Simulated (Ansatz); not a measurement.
The same path of F4Zr + H2 (7 atoms, charge 0, multiplicity 1) was run twice with different band settings. Lost on the way: H6–H7. Made: Zr1–H6, F2–H7.

The calculation used RHF/def2-SVP in Ansatz.

Relaxed end points:

```xyz
7
Properties=species:S:1:pos:R:3
Zr 0.296 0.000 -0.036
F 0.491 0.000 1.857
F 2.027 0.000 -0.817
F -0.624 1.559 -0.614
F -0.624 -1.559 -0.614
H -2.735 0.000 1.160
H -2.351 0.000 1.802
```

```xyz
7
Properties=species:S:1:pos:R:3
Zr -0.395 -0.210 -0.260
F -0.368 0.840 1.952
F 1.337 -0.720 0.359
F -0.711 1.615 -0.723
F -0.610 -1.156 -1.894
H -1.783 -0.961 0.736
H -0.992 0.592 2.568
```

Common settings: movable images 7; climbing image yes; spring 5.0 eV/Å²; optimiser quadratic models (default); start path through a guess of the saddle point; iteration limit 60; end points relaxed.

| run | force threshold |
| --- | --- |
| 1 | 0.03 eV/Å |
| 2 | 0.2 eV/Å |

What does each run give, and how far can it be trusted?

Run 1: converged after 18 iterations, highest image 2.034 eV above the first end. Neighbouring images differ by up to 1.5 eV, so the band resolves the path poorly. A vibrational analysis at the climbing image gives one clearly imaginary mode, 1309i cm⁻¹: a first-order saddle point.
Run 2: converged after 10 iterations, highest image 2.035 eV above the first end. The threshold of 0.2 eV/Å is loose, so the images may lie well off the minimum-energy path. Neighbouring images differ by up to 1.3 eV, so the band resolves the path poorly. Another band between the same ends (7 images) ends at a top of the same energy, where a vibrational analysis finds 1 clearly imaginary mode.
The orbitals stay closed-shell, which can raise the energy where a bond breaks towards radicals; this wasn't checked here.
